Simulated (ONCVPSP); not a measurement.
## Reading a pseudo-wave (Sn)

Columns: radius, all-electron u(r) and pseudo u(r) of the 5s shell (level -10.99 eV) of tin in the configuration [Kr] 4d10 5s1.5 5p2.5; PBE, scalar-relativistic, ONCV scheme, ONCVPSP 4.0.1.

```csv
r (bohr),all-electron,pseudo
0.130,-0.0513,0.0149
0.260,0.2291,0.0348
0.390,-0.0017,0.0625
0.520,-0.2699,0.0987
0.650,-0.3553,0.1422
0.780,-0.2764,0.1919
0.910,-0.1092,0.2479
1.040,0.0839,0.3119
1.170,0.2660,0.3851
1.300,0.4198,0.4662
1.430,0.5401,0.5497
1.560,0.6277,0.6260
1.690,0.6864,0.6850
1.820,0.7207,0.7206
1.950,0.7352,0.7352
2.080,0.7343,0.7343
2.210,0.7215,0.7215
2.340,0.6998,0.6998
2.470,0.6716,0.6716
2.600,0.6390,0.6390
2.730,0.6036,0.6036
2.860,0.5666,0.5666
2.990,0.5291,0.5291
3.120,0.4918,0.4919
3.250,0.4554,0.4554
3.380,0.4202,0.4202
```

(1) How many radial nodes do the two functions have?

(2) At about which radius was the pseudo-wave matched?

(3) Is the pseudo-wave norm-conserving?

Answers

(1) The all-electron 5s function has n − l − 1 = 4 (the table is too coarse to show those close to the nucleus); the pseudo-wave has 0, since the states of the same l below it are removed with the core.

(2) 1.85 bohr, where the columns begin to agree (steps of 0.13 bohr).

(3) Yes: the ONCV scheme keeps the norm inside the radius equal to the all-electron one, which fixes the energy derivative of the logarithmic derivative at the level.
